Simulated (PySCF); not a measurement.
A structure optimised at r2SCAN-D4/def2-SVP, used in a PySCF frequency run:

```
N
C 1 1.3843
O 2 1.2332 1 121.85
C 1 1.4452 2 124.52 3 179.41
H 4 1.0976 1 111.28 2 -30.38
H 4 1.1019 5 107.13 1 119.19
H 4 1.1078 5 108.73 6 115.96
C 1 1.4465 2 118.67 3 -6.30
H 8 1.0967 1 108.16 2 4.97
H 8 1.1042 9 109.47 1 -120.80
H 8 1.1059 9 109.22 10 -118.16
C 2 1.4619 3 119.92 9 -175.01
H 12 1.0911 2 115.61 3 -9.18
H 12 1.0914 13 119.07 2 -173.22
```
Charge 0, spin multiplicity 2.

**Question.** Write its SMILES and formula.

**Answer.** [CH2]C(=O)N(C)C, C4H8NO

**Question.** What are its rotational constants (standard atomic weights)?

**Answer.** 5.1053, 3.5035, 2.1393 GHz
